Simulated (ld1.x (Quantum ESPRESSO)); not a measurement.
# Varying the TM potential for O

Base potential:

ld1.x (Quantum ESPRESSO) 7.5 input, shortened:

```
&input
   title='O', zed=8., rel=0, dft='BLYP', iswitch=3,
   config='[He] 2s1.5 2p4.5'
 /
 &inputp
   pseudotype=2, tm=.true., lloc=-2, rcloc=0.60,
   nlcc=.true., new_core_ps=.true., rcore=0.45
 /
2
2S  1  0   1.50   0.00  0.70  0.70  0.0
2P  2  1   4.50   0.00  1.00  1.00  0.0
 &test
   configts(1)='2s1.5 2p4.5'
 /
```

All-electron outer shells of the reference configuration (BLYP, non-relativistic, ld1.x):

```tsv
shell	level (eV)	outermost node (bohr)	outermost maximum (bohr)
2s	-24.01	0.28	0.87
2p	-9.23	–	0.82
```

Cutoffs, loose and tight: the cutoffs (Ry, on a coarse ladder) from which the occupation-weighted sum of valence levels, in a spherical-Bessel basis at the reference potential, stays within 10 and 1 mRy of its value at 400 Ry. They do not see the model core or the augmentation charge, which bear on the density cutoff. Test errors are all-electron minus pseudo excitation energies from the reference, over the configurations 2s2 2p4; 2s2 2p3; 2s2 2p2; 2s2 2p1; 2s2 2p3.5; 2s1 2p5; 2s0 2p6. A dash means not determined; rows that change the core or the reference have their own tests.

Cutoffs are not given where the Bessel-basis levels miss the radial ones by over 6 mRy, ghosts where they miss by over 20 mRy; a channel whose overlap is not positive is not tested.

| change | outcome | cutoff, loose | cutoff, tight | bound ghosts | largest test error (meV) |
| --- | --- | --- | --- | --- | --- |
| base | generated | 120 Ry | 200 Ry | none | +164 |
| reference 2s2 2p4 | generated | 120 Ry | 200 Ry | none | +144 |
| local potential the s channel | generated | 120 Ry | 200 Ry | none | +142 |
| wave 2s (bound): rc 0.70 bohr becomes 2s (bound): rc 0.46 bohr | generated | – | – | not determined | +260 |
| local potential all-electron potential smoothed inside 0.40 bohr (lloc = -2) | generated | 120 Ry | 200 Ry | none | +172 |
| core correction none | generated | 120 Ry | 200 Ry | none | +263 |
| scalar-relativistic | generated | 120 Ry | 200 Ry | none | +160 |
| type PAW; waves now 2s (bound): rcut 0.60, rcutus 0.70 bohr; 2s channel at -1.15 Ry: rcut 0.60, rcutus 0.70 bohr; 2p (bound): rcut 0.85, rcutus 1.00 bohr; 2p channel at 2.8 Ry: rcut 0.85, rcutus 1.00 bohr; local potential all-electron potential smoothed inside 0.65 bohr (lloc = -2); augmentation BESSEL, radius 0.70 bohr | generated | 70 Ry | 140 Ry | none | -6.9 |
| functional PBEsol | generated | 120 Ry | 200 Ry | none | +150 |

**Question.** What comes out with this change to the base: all radii but the core radius scaled by about 0.94 (s 0.66, p 0.94 bohr); local potential all-electron potential smoothed inside 0.56 bohr (lloc = -2)?

**Answer.** outcome: generated; cutoff, loose: 140 Ry; cutoff, tight: 230 Ry; bound ghosts: none; largest test error (meV): +137.

**Question.** What comes out with this change to the base: wave 2p (bound): rc 1.00 bohr becomes 2p (bound): rc 1.54 bohr?

**Answer.** outcome: generated; cutoff, loose: 80 Ry; cutoff, tight: 180 Ry; bound ghosts: none; largest test error (meV): +1009.
